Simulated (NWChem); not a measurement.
# C₂H₅ClOSi; SMILES CC(=O)[SiH2]Cl

```xyz
10

C     -1.6020     1.3265     0.0920
C     -0.0937     1.2684     0.1124
O      0.6112     2.2653     0.0992
Si     0.9444    -0.3620     0.1618
Cl    -0.2232    -2.0938     0.1892
H     -1.9866     0.7895    -0.7849
H     -2.0105     0.8147     0.9730
H     -1.9384     2.3668     0.0720
H      1.7990    -0.3928    -1.0469
H      1.7718    -0.3360     1.3893
```
Atoms are numbered in this order, from 1.

All runs: NWChem. Pople sets run with spherical d functions. Geometry: optimised at B3LYP/6-31G* (spherical d). Atomic charges in e: unrestrained fits to the electrostatic potential beside Mulliken populations; buried atoms are poorly determined by the fit.

**Question.** What does the run give for Hartree-Fock/6-31G*? Quantities: ESP C1; Mulliken C1; ESP C2; Mulliken C2; ESP O3; Mulliken O3; ESP Si4; Mulliken Si4; ESP Cl5; Mulliken Cl5; relative RMS misfit of the potential (%).

**Answer.** 
```
Property                                  Value
----------------------------------------  -----
ESP C1                                    -0.17
Mulliken C1                               -0.59
ESP C2                                     0.47
Mulliken C2                                0.27
ESP O3                                    -0.53
Mulliken O3                               -0.51
ESP Si4                                    0.54
Mulliken Si4                               0.79
ESP Cl5                                   -0.29
Mulliken Cl5                              -0.38
relative RMS misfit of the potential (%)     24
```
